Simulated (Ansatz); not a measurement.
```xyz
18

C     1.722    0.983    0.578
N     0.525    0.178    0.682
C     0.279   -0.302    2.024
Ta   -0.649   -0.220   -0.844
O     0.714   -0.342   -2.208
O    -2.334   -0.207    0.101
O    -1.225    1.367   -1.814
O    -1.001   -2.120   -1.077
H     1.648    1.877    1.210
H     2.603    0.413    0.900
H     1.887    1.302   -0.451
H    -0.644   -0.881    2.066
H     0.185    0.536    2.726
H     1.104   -0.940    2.368
H     0.741    0.043   -3.083
H    -3.053   -0.837    0.070
H    -2.071    1.738   -1.558
H    -0.430   -2.587   -1.690
```

Charge 0, multiplicity 1. Ta takes the def2 core potential.

Question: List the ωB97M-V/def2-TZVPP orbital energies in eV (Ansatz). (Best estimate.)

Answer: Ansatz gave: Occupied: -525.59, -525.59, -525.54, -525.54, -394.52, -282.06, -282.06, -79.04, -44.77, -44.65, -44.57, -30.07, -29.66, -29.31, -29.29, -27.75, -22.63, -19.82, -17.22, -16.38, -15.74, -15.66, -15.56, -15.30, -15.07, -13.53, -13.45, -12.95, -12.70, -12.68, -11.93, -11.79, -11.41, -11.40, -11.12, -10.92, -8.95. Lowest empty: 1.42, 1.55, 1.60, 2.63, 2.68, 3.20, 3.41, 3.47.
